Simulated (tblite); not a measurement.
Start geometry of `C(C#C/C(SC)=[C]/[H])(O)=O` [radical] from a force field or distance geometry (Å):
```
atom  x, y, z in Å
C1     0.7364   -2.9441    0.5548
C2     0.8520   -1.6323    0.4151
C3    -0.3396   -0.8359    0.4910
C4    -1.3549   -0.1676    0.5488
C5    -2.5698    0.6117    0.6733
O6    -3.3848    0.3361    1.5859
O7    -2.8510    1.6533   -0.2153
S8     2.3903   -0.7794    0.1826
C9     2.1950    1.0047    0.0412
H10    1.5780   -3.5854    0.5222
H11   -3.7179    2.1812   -0.1068
H12    1.6500    1.2491   -0.9171
H13    1.6148    1.4552    0.8575
H14    3.2010    1.4528   -0.0952
```

Question: What comes out of this run: GFN2-xTB geometry optimisation, gas phase in tblite 0.8.0?

Answer: 
```
atom  x, y, z in Å
C1     1.1008   -2.6736    0.9500
C2     0.7119   -1.6020    0.3617
C3    -0.4849   -0.8885    0.4327
C4    -1.4537   -0.1661    0.4262
C5    -2.6594    0.6098    0.4713
O6    -3.7293    0.2022    0.8383
O7    -2.4465    1.8681    0.0517
S8     1.9600   -0.7413   -0.7854
C9     2.0580    0.8517    0.0716
H10    1.9513   -3.3103    0.9628
H11   -3.2748    2.3714    0.0854
H12    1.0693    1.2992    0.1249
H13    2.4723    0.7057    1.0653
H14    2.7243    1.4733   -0.5188
```

The energy falls by 19.3 kcal/mol over 176 L-BFGS steps, the largest force on an atom goes from 3.46 to 0.008 eV/Å, and the atoms move by 0.680 Å rms after alignment. The bond that changes most is C2–S8 (ends: carbon bonded to 2 C and S; sulfur bonded to 2 C), which lengthens by 0.127 Å. Bonds longer at the end by more than 0.005 Å: 2 of 13; shorter: 10. Among the angles that change most is C2–C1–H10, from 121.8° to 138.5°. Among the dihedrals that turn most is C1–C2–S8–C9, from 180° to -120°. Rotational constants go from 2536, 635.6, 529.3 to 2636, 675.5, 562.7 MHz. The orientation of the end geometry is arbitrary; only internal coordinates are fixed.

The run took 1.0 s of wall time on one thread of an Arm Neoverse V2, no GPU, on a shared host.

Its GFN2-xTB frequencies are all real (lowest 22 cm⁻¹). 3 starts were optimised and ended at 0.00, 0.53 and 3.60 kcal/mol (GFN2-xTB); the lowest of these is shown.

One conformer stands for the species.

The numbers are calculated, not measured.
